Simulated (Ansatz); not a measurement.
Consider the formal exchange of groups at the Si–S bond: `[SiH3]S[SiH2]S` + `[CH3][GaH2]` → `[CH3][GaH][SiH3]` + `S[SiH2]S`.

Isolated molecules relaxed with PBE0-D4/def2-TZVP in Ansatz; ΔE leaves out vibrations. CCSD(T)/CBS is the MP2 limit (def2-TZVPP, def2-QZVPP) plus CCSD(T) − MP2 in def2-TZVPP, frozen cores. Functionals use def2-TZVPP. B3LYP here is the variant with VWN-RPA as its local correlation; programs differ in this. For Ga outer-core shells are correlated without core-valence functions, which leaves a few kJ/mol of doubt a bond. Scalar relativity is left out up to krypton. Each species was taken in one conformer, which may not be the lowest.

**Question.** Is it downhill or uphill in electronic energy at CCSD(T)/CBS, and by how much? (Best estimate.)

**Answer.** Computed: Uphill: ΔE = +44.6 kJ/mol.

**Question.** What do these levels give: r2SCAN-D4, PBE0-D4, B3LYP-D4, ωB97M-V, PBE, PBE0, HF/def2-TZVPP, MP2/def2-TZVPP, HF/def2-QZVPP, MP2/def2-QZVPP, MP2/CBS(def2), CCSD/CBS(def2)? (Estimate.)

**Answer.** Computed: r2SCAN-D4 43.7, PBE0-D4 40.8, B3LYP-D4 42.6, ωB97M-V 48.0, PBE 31.7, PBE0 36.3, HF/def2-TZVPP 44.8, MP2/def2-TZVPP 52.3, HF/def2-QZVPP 45.9, MP2/def2-QZVPP 54.3, MP2/CBS(def2) 55.2, CCSD/CBS(def2) 43.1 kJ/mol.

Largest T1 diagnostic among the species: 0.012.

The D4 term adds +8.5 kJ/mol with B3LYP and +4.6 kJ/mol with PBE0; it sums over pairs of atoms, weighted by their polarisabilities, and B3LYP, whose exchange is more repulsive, gets the larger term. From PBE to PBE0 (25 % exact exchange), in def2-TZVPP and without D4, ΔE moves by +4.5 kJ/mol.
